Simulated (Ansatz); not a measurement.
Program: Ansatz. Geometries: PBE0-D4/def2-TZVP. ΔE: electronic, gas phase. CBS: MP2 limit from def2 TZ/QZ plus the TZ coupled-cluster correction, frozen cores. This one scheme is used for every species. DFT in def2-TZVPP. B3LYP here is the variant with VWN-RPA as its local correlation; programs differ in this. Each species was taken in one conformer, which may not be the lowest.

Consider the ligand exchange at the Si–S bond: `CS[SiH](Cl)Cl` + `C=C[SiH2]S` → `C=C[SiH2]S[SiH](Cl)Cl` + CH₃SH.

| level | ΔE (kJ/mol) | difference from CCSD(T)/CBS |
| --- | --- | --- |
| r2SCAN-D4 | -3.8 | 1.4 |
| PBE0-D4 | -6.0 | -0.8 |
| ωB97X-V | -4.9 | 0.3 |
| PBE0 | 0.9 | 6.1 |
| B3LYP | 4.2 | 9.4 |
| HF/def2-TZVPP | 2.8 | 8.0 |
| SCS-MP2/def2-TZVPP | -5.8 | -0.6 |
| HF/def2-QZVPP | 2.9 | 8.1 |
| MP2/def2-QZVPP | -7.7 | -2.5 |
| HF/CBS(def2) | 3.0 | 8.2 |
| CCSD(T)/CBS | -5.2 | 0 |

Largest T1 diagnostic among the species: 0.011.

The D4 term adds −11.3 kJ/mol with B3LYP and −6.9 kJ/mol with PBE0; it sums over pairs of atoms, weighted by their polarisabilities, and B3LYP, whose exchange is more repulsive, gets the larger term. In def2-TZVPP, CCSD(T) changes the Hartree–Fock value by −8.0 kJ/mol (the triples alone add −1.4 kJ/mol) and MP2 by −10.6 kJ/mol.
